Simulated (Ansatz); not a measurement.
`[BH2][GeH]([CH3])[CH3]` + `[NH2][GeH3]` → `B[NH][GeH3]` + `[CH3][GeH2][CH3]`  (cleavage of the B–Ge bond)

Isolated molecules relaxed with PBE0-D4/def2-TZVP in Ansatz; ΔE leaves out vibrations. CCSD(T)/CBS adds triple-zeta CCSD(T) − MP2 to the extrapolated MP2 energy (def2 sets, frozen cores). Functionals use def2-TZVPP. For Ge outer-core shells are correlated without core-valence functions, which leaves a few kJ/mol of doubt a bond. Scalar relativity is left out up to krypton.

| level | ΔE (eV) |
| --- | --- |
| r2SCAN-D4 | -1.74 |
| B2PLYP | -1.78 |

Problem. What does CCSD(T)/CBS give? (Estimate.)

Solution. Ansatz gave: -1.70 eV. The listed levels differ from it by -0.04, -0.08 eV.

Largest T1 diagnostic among the species: 0.013.
